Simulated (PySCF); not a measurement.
Choosing a molecule for a target property.

Each SMILES stands for a single optimised conformer of the isolated species, non-relativistic unless stated; the electronic structure was computed with PySCF and density fitting.

Dipoles, sizes and rotational constants follow the conformer. The torsions of the flexible species, by atom-mapped SMILES:
- `[O:1]=[S:2](=[O:3])([F:4])[NH:5][S:6](=[O:7])(=[O:8])[C:9]([F:10])([F:11])[F:12]`: O1–S2–N5–S6 171°, S2–N5–S6–O7 38°, N5–S6–C9–F10 -126°
- `[CH2:1]=[CH:2][Si@@H:3]([N:4]=[CH2:5])[CH:6]1[CH2:7][CH2:8]1`: C1–C2–Si3–N4 7°, C2–Si3–N4–C5 -123°, C2–Si3–C6–C7 -162°
- `[CH3:1][CH2:2][CH2:3][CH:4]=[C:5]=[CH:6][SiH:7]([Cl:8])[Cl:9]`: C1–C2–C3–C4 179°, C2–C3–C4–C5 121°, C5–C6–Si7–Cl8 -2°
- `[CH3:1][C:2](=[O:3])[c:4]1[p:5][cH:6][cH:7][n:8]1[CH3:9]`: C1–C2–C4–P5 0°
- `[CH3:1][C:2]([CH3:3])([CH3:4])[SiH2:5][CH2:6][SiH3:7]`: C1–C2–Si5–C6 60°, C2–Si5–C6–Si7 180°

The conformers of `C#C[C@@H]1CCN([SiH3])C1` and `C[Si@](N)(O)NCCN` aren't listed.

Question: Wanted: HOMO energy between -7.2 eV and -6.4 eV (PBE0/pcSseg-1) and HOMO–LUMO gap below 5.6 eV (PBE0/pcSseg-1), at GFN2-xTB geometries. Which candidate meets both?
A. `CC(=O)c1pccn1C`
B. `Cl[SiH](Cl)C=C=CCCC`
C. `C1C(C1)[Si@H](N=C)C=C`
D. `CC(C)(C)[SiH2]C[SiH3]`
E. `O=S(=O)(NS(C(F)(F)F)(=O)=O)F`
F. `C#C[C@@H]1CCN([SiH3])C1`
G. `C[Si@](N)(O)NCCN`

Answer: A. Computed values:
```
                     species  HOMO energy  HOMO–LUMO gap
O=S(=O)(NS(C(F)(F)F)(=O)=O)F    -10.16 eV        9.74 eV
       CC(C)(C)[SiH2]C[SiH3]     -7.70 eV        8.36 eV
         Cl[SiH](Cl)C=C=CCCC     -7.40 eV        6.79 eV
       C1C(C1)[Si@H](N=C)C=C     -6.94 eV        6.10 eV
              CC(=O)c1pccn1C     -6.82 eV        5.06 eV
     C#C[C@@H]1CCN([SiH3])C1     -6.46 eV        7.07 eV
            C[Si@](N)(O)NCCN     -6.25 eV        7.21 eV
```
